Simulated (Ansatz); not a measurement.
Task: Name a neutral molecule of C, Cl, N, O, Zr and H with LUMO energy (ωB97M-V/def2-TZVPP) between 0.75 and 1.05 eV and HOMO energy (ωB97M-V/def2-TZVPP) between -9.10 and -8.80 eV (Ansatz, PBE0-D4/def2-TZVP geometry).

Result: `C[O][Zr]([Cl])([NH]C(C)C)[O]C` (0.91 eV, -9.01 eV). Other molecules can fit too; these were computed, each in one conformer that needn't be the lowest.
